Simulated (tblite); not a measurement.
Parent: `[CH3:1][S:2][SiH2:3][C:4]1=[CH:5][CH2:6][C@@H:7]1[F:8]` with C1–S2–Si3–C4 57°, S2–Si3–C4–C5 69°, C5H9FSSi.

The geometries are computed with GFN2-xTB (gas phase). One conformer each, not checked by frequencies here.

| coordinate of the parent | value |
| --- | --- |
| C1–S2 | 1.823 Å |
| S2–Si3 | 2.146 Å |
| Si3–C4 | 1.875 Å |
| C4=C5 | 1.340 Å |
| C5–C6 | 1.501 Å |
| C6–C7 | 1.546 Å |
| C7–F8 | 1.374 Å |
| C4–C7 | 1.517 Å |
| C1–S2–Si3 | 100.0° |
| S2–Si3–C4 | 109.0° |
| Si3–C4–C5 | 137.1° |
| Si3–C4–C7 | 130.7° |
| C5–C4–C7 | 92.1° |
| C4–C5–C6 | 95.7° |
| C5–C6–C7 | 85.1° |
| C6–C7–F8 | 115.0° |
| C4–C7–C6 | 87.0° |
| C4–C7–F8 | 115.7° |

Problem. How does the shared frame change in `[CH3:1][S:2][SiH:3]([S:4][CH3:5])[C:6]1=[CH:7][CH2:8][C@@H:9]1[F:10]` with C1–S2–Si3–S4 -171°, S2–Si3–S4–C5 -25°, S2–Si3–C6–C7 93°, C6H11FS2Si? Atoms pair as C1 = C1, S2 = S2, Si3 = Si3, C4 = C6, C5 = C7, C6 = C8, C7 = C9, F8 = F10 (parent first).

Solution. 
| parent | relative | value in the relative | change |
| --- | --- | --- | --- |
| C1–S2 | C1–S2 | 1.816 Å | -0.007 |
| S2–Si3 | S2–Si3 | 2.149 Å | +0.003 |
| Si3–C4 | Si3–C6 | 1.875 Å | 0.000 |
| C4=C5 | C6=C7 | 1.341 Å | +0.001 |
| C5–C6 | C7–C8 | 1.500 Å | -0.001 |
| C6–C7 | C8–C9 | 1.546 Å | 0.000 |
| C7–F8 | C9–F10 | 1.374 Å | 0.000 |
| C4–C7 | C6–C9 | 1.517 Å | 0.000 |
| C1–S2–Si3 | C1–S2–Si3 | 99.7° | -0.3 |
| S2–Si3–C4 | S2–Si3–C6 | 110.9° | +1.9 |
| Si3–C4–C5 | Si3–C6–C7 | 136.1° | -1.0 |
| Si3–C4–C7 | Si3–C6–C9 | 131.7° | +1.0 |
| C5–C4–C7 | C7–C6–C9 | 92.2° | +0.1 |
| C4–C5–C6 | C6–C7–C8 | 95.5° | -0.2 |
| C5–C6–C7 | C7–C8–C9 | 85.2° | +0.1 |
| C6–C7–F8 | C8–C9–F10 | 115.2° | +0.2 |
| C4–C7–C6 | C6–C9–C8 | 86.9° | -0.1 |
| C4–C7–F8 | C6–C9–F10 | 116.1° | +0.4 |

Of the parent's bonds, C1–S2 changes most (-0.007 Å). Bonds of the relative outside the shared frame: Si3–S4 2.146, S4–C5 1.822 Å. Point group C1 → C1.

Problem. How does the shared frame change in `[CH3:1][S:2][CH2:3][S:4][SiH2:5][C:6]1=[CH:7][CH2:8][C@H:9]1[F:10]` with C1–S2–C3–S4 65°, S2–C3–S4–Si5 83°, C3–S4–Si5–C6 -80°, S4–Si5–C6–C7 29°, C6H11FS2Si? Atoms pair as C1 = C3, S2 = S4, Si3 = Si5, C4 = C6, C5 = C7, C6 = C8, C7 = C9, F8 = F10 (parent first).

Solution. 
```csv
parent,relative,value in the relative,change
C1–S2,C3–S4,1.822 Å,-0.001
S2–Si3,S4–Si5,2.160 Å,+0.014
Si3–C4,Si5–C6,1.867 Å,-0.008
C4=C5,C6=C7,1.341 Å,+0.001
C5–C6,C7–C8,1.500 Å,-0.001
C6–C7,C8–C9,1.546 Å,0.000
C7–F8,C9–F10,1.372 Å,-0.002
C4–C7,C6–C9,1.516 Å,-0.001
C1–S2–Si3,C3–S4–Si5,102.6°,+2.6
S2–Si3–C4,S4–Si5–C6,112.3°,+3.3
Si3–C4–C5,Si5–C6–C7,138.9°,+1.8
Si3–C4–C7,Si5–C6–C9,128.8°,-1.9
C5–C4–C7,C7–C6–C9,92.3°,+0.2
C4–C5–C6,C6–C7–C8,95.5°,-0.2
C5–C6–C7,C7–C8–C9,85.3°,+0.2
C6–C7–F8,C8–C9–F10,115.4°,+0.4
C4–C7–C6,C6–C9–C8,86.9°,-0.1
C4–C7–F8,C6–C9–F10,115.9°,+0.2
```

Of the parent's bonds, S2–Si3 changes most (+0.014 Å). Bonds of the relative outside the shared frame: C1–S2 1.813, S2–C3 1.812 Å. Point group C1 → C1.

Problem. How does the shared frame change in `[F:1][C@@H:2]1[CH2:3][CH:4]=[C:5]1[SiH2:6][S:7][SiH3:8]` with C4–C5–Si6–S7 10°, C5–Si6–S7–Si8 -178°, C4H9FSSi2? Atoms pair as S2 = S7, Si3 = Si6, C4 = C5, C5 = C4, C6 = C3, C7 = C2, F8 = F1 (parent first).

Solution. 
| parent | relative | value in the relative | change |
| --- | --- | --- | --- |
| S2–Si3 | S7–Si6 | 2.151 Å | +0.005 |
| Si3–C4 | Si6–C5 | 1.861 Å | -0.014 |
| C4=C5 | C5=C4 | 1.340 Å | 0.000 |
| C5–C6 | C4–C3 | 1.501 Å | 0.000 |
| C6–C7 | C3–C2 | 1.547 Å | +0.001 |
| C7–F8 | C2–F1 | 1.373 Å | -0.001 |
| C4–C7 | C5–C2 | 1.513 Å | -0.004 |
| S2–Si3–C4 | S7–Si6–C5 | 104.5° | -4.5 |
| Si3–C4–C5 | Si6–C5–C4 | 137.1° | 0.0 |
| Si3–C4–C7 | Si6–C5–C2 | 130.4° | -0.3 |
| C5–C4–C7 | C4–C5–C2 | 92.4° | +0.3 |
| C4–C5–C6 | C5–C4–C3 | 95.4° | -0.3 |
| C5–C6–C7 | C4–C3–C2 | 85.1° | 0.0 |
| C6–C7–F8 | C3–C2–F1 | 115.4° | +0.4 |
| C4–C7–C6 | C5–C2–C3 | 86.9° | -0.1 |
| C4–C7–F8 | C5–C2–F1 | 116.0° | +0.3 |

Of the parent's bonds, Si3–C4 changes most (-0.014 Å). Bonds of the relative outside the shared frame: S7–Si8 2.143 Å. Point group C1 → C1.

Problem. How does the shared frame change in `[CH3:1][S:2][SiH2:3][C:4]1=[CH:5][C@@H:6]([F:7])[C@@H:8]1[F:9]` with C1–S2–Si3–C4 179°, S2–Si3–C4–C5 -6°, C5H8F2SSi? Atoms pair as C1 = C1, S2 = S2, Si3 = Si3, C4 = C4, C5 = C5, C6 = C6, C7 = C8, F8 = F9 (parent first).

Solution. 
```tsv
parent	relative	value in the relative	change
C1–S2	C1–S2	1.820 Å	-0.003
S2–Si3	S2–Si3	2.139 Å	-0.007
Si3–C4	Si3–C4	1.864 Å	-0.011
C4=C5	C4=C5	1.339 Å	-0.001
C5–C6	C5–C6	1.503 Å	+0.002
C6–C7	C6–C8	1.548 Å	+0.002
C7–F8	C8–F9	1.370 Å	-0.004
C4–C7	C4–C8	1.511 Å	-0.006
C1–S2–Si3	C1–S2–Si3	99.0°	-1.0
S2–Si3–C4	S2–Si3–C4	105.5°	-3.5
Si3–C4–C5	Si3–C4–C5	137.7°	+0.6
Si3–C4–C7	Si3–C4–C8	129.0°	-1.7
C5–C4–C7	C5–C4–C8	93.2°	+1.1
C4–C5–C6	C4–C5–C6	94.6°	-1.1
C5–C6–C7	C5–C6–C8	85.6°	+0.5
C6–C7–F8	C6–C8–F9	115.8°	+0.8
C4–C7–C6	C4–C8–C6	86.3°	-0.7
C4–C7–F8	C4–C8–F9	116.3°	+0.6
```

Of the parent's bonds, Si3–C4 changes most (-0.011 Å). Bonds of the relative outside the shared frame: C6–F7 1.370 Å. Point group C1 → C1.

Problem. How does the shared frame change in `[CH:1]#[C:2][C@:3]1([F:4])[CH2:5][CH:6]=[C:7]1[SiH2:8][S:9][CH3:10]` with C6–C7–Si8–S9 -12°, C7–Si8–S9–C10 180°, C7H9FSSi? Atoms pair as C1 = C10, S2 = S9, Si3 = Si8, C4 = C7, C5 = C6, C6 = C5, C7 = C3, F8 = F4 (parent first).

Solution. 
```json
{"parent": "C1–S2", "relative": "C10–S9", "value in the relative": "1.818 Å", "change": "-0.005"}
{"parent": "S2–Si3", "relative": "S9–Si8", "value in the relative": "2.145 Å", "change": "-0.001"}
{"parent": "Si3–C4", "relative": "Si8–C7", "value in the relative": "1.858 Å", "change": "-0.017"}
{"parent": "C4=C5", "relative": "C7=C6", "value in the relative": "1.338 Å", "change": "-0.002"}
{"parent": "C5–C6", "relative": "C6–C5", "value in the relative": "1.501 Å", "change": "0.000"}
{"parent": "C6–C7", "relative": "C5–C3", "value in the relative": "1.557 Å", "change": "+0.011"}
{"parent": "C7–F8", "relative": "C3–F4", "value in the relative": "1.386 Å", "change": "+0.012"}
{"parent": "C4–C7", "relative": "C7–C3", "value in the relative": "1.523 Å", "change": "+0.006"}
{"parent": "C1–S2–Si3", "relative": "C10–S9–Si8", "value in the relative": "98.8°", "change": "-1.2"}
{"parent": "S2–Si3–C4", "relative": "S9–Si8–C7", "value in the relative": "105.3°", "change": "-3.7"}
{"parent": "Si3–C4–C5", "relative": "Si8–C7–C6", "value in the relative": "138.8°", "change": "+1.7"}
{"parent": "Si3–C4–C7", "relative": "Si8–C7–C3", "value in the relative": "128.7°", "change": "-2.0"}
{"parent": "C5–C4–C7", "relative": "C6–C7–C3", "value in the relative": "92.5°", "change": "+0.4"}
{"parent": "C4–C5–C6", "relative": "C7–C6–C5", "value in the relative": "95.8°", "change": "+0.1"}
{"parent": "C5–C6–C7", "relative": "C6–C5–C3", "value in the relative": "85.2°", "change": "+0.1"}
{"parent": "C6–C7–F8", "relative": "C5–C3–F4", "value in the relative": "113.6°", "change": "-1.4"}
{"parent": "C4–C7–C6", "relative": "C7–C3–C5", "value in the relative": "86.4°", "change": "-0.6"}
{"parent": "C4–C7–F8", "relative": "C7–C3–F4", "value in the relative": "114.2°", "change": "-1.5"}
```

Of the parent's bonds, Si3–C4 changes most (-0.017 Å). Bonds of the relative outside the shared frame: C1≡C2 1.197, C2–C3 1.443 Å. Point group C1 → C1.
